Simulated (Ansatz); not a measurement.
# Relaxing a trial structure of FHInOSi

The starting geometry of this gas-phase doublet was optimised with GFN2-xTB.

```json
{"atom": "F", "x (Å)": "-2.3348", "y (Å)": "-3.0078", "z (Å)": "0.6827"}
{"atom": "In", "x (Å)": "-2.5148", "y (Å)": "-0.8915", "z (Å)": "0.6618"}
{"atom": "O", "x (Å)": "-0.9908", "y (Å)": "-1.2515", "z (Å)": "-1.6097"}
{"atom": "Si", "x (Å)": "-0.0012", "y (Å)": "-1.8257", "z (Å)": "-0.4152"}
{"atom": "H", "x (Å)": "-1.0450", "y (Å)": "-1.6858", "z (Å)": "-2.4613"}
```

Predict what becomes of its bonds when it is optimised with B3LYP-D3(BJ)/def2-SVP.

It rearranges, giving a structure given below by its coordinates. Contacts that open: F1–In2 (2.12 → 3.63 Å). Contacts that close: F1–Si4 (2.84 → 1.67 Å).

The energy falls by 1.33 eV over 19 steps:

```json
{"step": "1", "E − E(last) (eV)": "1.334"}
{"step": "3", "E − E(last) (eV)": "0.678"}
{"step": "5", "E − E(last) (eV)": "0.304"}
{"step": "7", "E − E(last) (eV)": "0.151"}
{"step": "9", "E − E(last) (eV)": "0.097"}
{"step": "11", "E − E(last) (eV)": "0.033"}
{"step": "13", "E − E(last) (eV)": "0.007"}
{"step": "15", "E − E(last) (eV)": "0.000"}
{"step": "17", "E − E(last) (eV)": "0.000"}
{"step": "19", "E − E(last) (eV)": "0.000"}
```

Final geometry (Å):

```xyz
5

F    -1.3080   -3.4890   -0.1307
In   -2.6108   -0.1360    0.3533
O    -1.1174   -1.2147   -1.3233
Si   -0.4083   -2.0980    0.0416
H    -1.4421   -1.7245   -2.0825
```

Frequencies at the end are all real (lowest 60 cm⁻¹). Open shells are spin-unrestricted. Atoms past krypton carry core potentials, without spin–orbit terms. Run with Ansatz 0.2.0, 64 s on 1 thread of Intel(R) Xeon(R) 6975P-C (Granite Rapids) (shared host).
